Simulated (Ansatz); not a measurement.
Geometry optimisation, RKS PBE0/def2-SVP (Ansatz).

input.yaml

```yaml
crystal:
  periodic: [false, false, false]
  atoms:
    - { symbol: B, position_ang: [0.0, 0.0, 0.0] }
    - { symbol: H, position_ang: [0.0, 0.0, 1.54] }
    - { symbol: O, position_ang: [1.2211, 0.0, -0.705] }
    - { symbol: H, position_ang: [1.5209, -0.9519, -0.8599] }
    - { symbol: F, position_ang: [-1.1431, 0.0, -0.66] }
    - { symbol: Si, position_ang: [0.1008, 2.1328, 0.7095] }
    - { symbol: H, position_ang: [0.6771, 2.1737, 2.0503] }
    - { symbol: H, position_ang: [0.9351, 2.9107, -0.2019] }
    - { symbol: H, position_ang: [-1.2441, 2.7001, 0.741] }
    - { symbol: H, position_ang: [0.0412, 0.871, 1.6809] }
basis:
  gaussian: { orbitals: def2-SVP }
hamiltonian:
  xc: pbe0
relax:
  f_tol: 0.15
  max_steps: 25
  restrain:
    - { distance: [0, 5], at: 1.95, k: 30.0 }
    - { distance: [9, 1], at: 0.66, k: 30.0 }
    - { distance: [0, 1], at: 2.39, k: 30.0 }
    - { distance: [9, 5], at: 2.66, k: 30.0 }
```

Run as:

```bash
$ ansatz run input.yaml --threads 2 --pin off --max-ram 3072MiB --backend cpu --events-out ev --progress --plain --runs-dir out
```

Where does it end, and by what steps?

The run converged. The restraints hold the end off the free minimum. After 9 steps the energy has fallen by 4.673 eV (the restraints' own energy left out); H10 moved furthest, 0.82 Å. Parted: Si6–H10 (1.59 → 2.67 Å).

| step | energy less start (eV) | largest force component (eV/Å) | accepted |
| --- | --- | --- | --- |
| 0 | 0.0000 | 4.640 | yes |
| 1 | -1.5744 | 7.140 | yes |
| 2 | -2.7634 | 5.385 | yes |
| 3 | -3.7083 | 3.501 | yes |
| 4 | -4.3363 | 1.983 | yes |
| 5 | -4.5858 | 1.410 | yes |
| 6 | -4.6113 | 1.554 | yes |
| 7 | -4.6629 | 1.042 | yes |
| 8 | -4.6642 | 1.266 | yes |
| 9 | -4.6734 | 1.175 | yes |

```xyz
10
Properties=species:S:1:pos:R:3
B 0.234 0.480 -0.295
H -0.553 -0.226 1.856
O 1.421 -0.118 -0.517
H 1.330 -0.986 -0.931
F -0.880 -0.172 -0.659
Si 0.171 2.289 0.499
H 1.075 2.362 1.690
H 0.638 3.328 -0.475
H -1.212 2.641 0.945
H -0.114 0.238 2.182
```

Run time: 22 s on 2 threads of Arm Neoverse V1, with other jobs on the host, peak memory 0.17 GiB.
